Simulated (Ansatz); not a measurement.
`CCBO` → `[CH2]` (triplet) + `CBO` at 600 K and 1 bar (formal loss of a carbene).

Calculated with Ansatz (gas phase, PBE0-D4/def2-TZVP geometries, no zero-point term in ΔE). CBS: MP2 limit from def2 TZ/QZ plus the TZ coupled-cluster correction, frozen cores. This one scheme is used for every species. Triplets are unrestricted, without spin–orbit coupling. Each species was taken in one conformer, which may not be the lowest.

```
          species  CCSD(T)/CBS energy (Eh)  H − E (kJ/mol)  S (J/(mol·K))
           `CCBO`               -180.34035           296.4          385.0
`[CH2]` (triplet)                -39.09499            66.5          220.8
            `CBO`               -141.08489           208.4          331.4
```

H − E and S are ideal-gas, rigid-rotor, harmonic terms from PBE0-D4/def2-TZVP, for one conformer and one mirror image of each species, with the whole ground term of open shells counted as degenerate. 1 Eh = 2625.50 kJ/mol, R = 8.31446 J/(mol·K).

Q: By hand: ΔE, ΔH, ΔS and ΔG.

A: ΔE = (-39.09499) + (-141.08489) − (-180.34035) = 0.16047 Eh = 421.3 kJ/mol. Δ(H − E) = 66.5 + 208.4 − 296.4 = -21.5, so ΔH = 399.8 kJ/mol. ΔS = 220.8 + 331.4 − 385.0 = 167.2 J/(mol·K). ΔG = 399.8 − 600 × (167.2)/1000 = 299.5 kJ/mol.

Q: By hand: the equilibrium constant, and the temperature at which ΔG would vanish if ΔH and ΔS stayed fixed.

A: log₁₀ K = −ΔG/(RT ln 10) = -26.1. ΔG = 0 at ΔH/ΔS = 2391 K.

The number of gas molecules changes by +1, which sets the sign of ΔS. A doubt of 5 kJ/mol in ΔE shifts log₁₀ K by 0.4 here. Other conformers and mirror images would add mixing entropy, several J/(mol·K) or more a flexible species. Modes under 60 cm⁻¹, often nearly free rotors, make the harmonic entropy too high. A triplet takes part, so the spin changes. These are equilibria of isolated gas molecules and say nothing of rates. Largest T1 diagnostic: 0.012 (customary marks: 0.02 for closed shells, 0.045 for open ones).
